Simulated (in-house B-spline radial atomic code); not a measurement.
## The rhenium ion Re²⁺: [Ar] 3d10 4s2 (4p1/2)2 (4p3/2)3 4d10 4f14 5s2 5p6 5d5 6s1 (with a hole in an inner shell)

Level of theory: Dirac-Kohn-Sham B3LYP, spherical fractional occupations, Fermi nucleus of rms radius 5.3698 fm; calculated with a radial B-spline atomic code at the basis-set limit.

Effective charges: Z_r = [3n² - l(l+1)]/(2<r>) from the radius, Z_e = n√(-2ε) from the energy, and Slater's rules. Values are occupation-weighted means over j. An effective charge above Z reflects the relativistic contraction of the inner shells.

```json
{"shell": "1s", "electrons": "2", "ε (eV)": "-71698", "<r> (bohr)": "0.01804", "Z_r": "83.15", "Z_e": "72.59", "Slater": "74.70"}
{"shell": "2s", "electrons": "2", "ε (eV)": "-12485", "<r> (bohr)": "0.07558", "Z_r": "79.39", "Z_e": "60.58", "Slater": "70.85"}
{"shell": "2p", "electrons": "6", "ε (eV)": "-10986", "<r> (bohr)": "0.06785", "Z_r": "73.70", "Z_e": "56.83", "Slater": "70.85"}
{"shell": "3s", "electrons": "2", "ε (eV)": "-2930", "<r> (bohr)": "0.1968", "Z_r": "68.59", "Z_e": "44.02", "Slater": "63.75"}
{"shell": "3p", "electrons": "6", "ε (eV)": "-2479.8", "<r> (bohr)": "0.1968", "Z_r": "63.51", "Z_e": "40.50", "Slater": "63.75"}
{"shell": "3d", "electrons": "10", "ε (eV)": "-1929.9", "<r> (bohr)": "0.1792", "Z_r": "58.60", "Z_e": "35.73", "Slater": "53.85"}
{"shell": "4s", "electrons": "2", "ε (eV)": "-643.45", "<r> (bohr)": "0.4395", "Z_r": "54.60", "Z_e": "27.51", "Slater": "47.60"}
{"shell": "4p", "electrons": "5", "ε (eV)": "-497.39", "<r> (bohr)": "0.4636", "Z_r": "49.61", "Z_e": "24.19", "Slater": "47.60"}
{"shell": "4d", "electrons": "10", "ε (eV)": "-294.66", "<r> (bohr)": "0.4971", "Z_r": "42.25", "Z_e": "18.61", "Slater": "36.85"}
{"shell": "5s", "electrons": "2", "ε (eV)": "-113.53", "<r> (bohr)": "1.021", "Z_r": "36.74", "Z_e": "14.44", "Slater": "18.20"}
{"shell": "4f", "electrons": "14", "ε (eV)": "-77.625", "<r> (bohr)": "0.5622", "Z_r": "32.02", "Z_e": "9.55", "Slater": "25.45"}
{"shell": "5p", "electrons": "6", "ε (eV)": "-73.596", "<r> (bohr)": "1.173", "Z_r": "31.11", "Z_e": "11.63", "Slater": "18.20"}
{"shell": "5d", "electrons": "5", "ε (eV)": "-25.444", "<r> (bohr)": "1.67", "Z_r": "20.65", "Z_e": "6.84", "Slater": "6.60"}
{"shell": "6s", "electrons": "1", "ε (eV)": "-21.82", "<r> (bohr)": "2.629", "Z_r": "20.54", "Z_e": "7.60", "Slater": "4.95"}
```

The least bound orbital is 6s1/2 at -21.82 eV, and it is also the most diffuse (<r> = 2.629 bohr). The part-filled 4p shell lies below the filled 5p shell in orbital energy.

For the 1s electron the small component carries 8.02 % of the norm, the zero-frequency Breit interaction raises the level by 254.3 eV, self-energy by 159.8 eV, and vacuum polarisation lowers it by 30.68 eV.

Caution: exact exchange at fractional occupations of open shells leaves self-interaction of up to several eV.
